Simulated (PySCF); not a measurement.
B3LYP has the VWN-RPA correlation part, as in Gaussian. 

Z-matrix (Å, degrees):
```
C
H 1 1.0937
H 1 1.0942 2 107.01
N 1 1.4627 2 108.99 3 116.45
H 4 1.0131 1 111.25 2 -171.71
H 4 1.0135 5 107.40 1 121.31
C 1 1.5092 2 109.37 3 -118.20
N 7 1.2654 1 127.91 2 0.12
H 8 1.0242 7 110.85 1 1.85
H 7 1.0956 8 117.14 9 179.69
```
Charge 0, multiplicity 1.

Task: What is the computed dipole moment, total energy and HOMO–LUMO gap (B3LYP-D3(BJ)/def2-TZVP (PySCF))?

Result: 
| Item | Value |
|---|---|
| dipole moment | 0.305 e·Å |
| total energy | -189.3879 Ha |
| HOMO–LUMO gap | 6.24 eV |
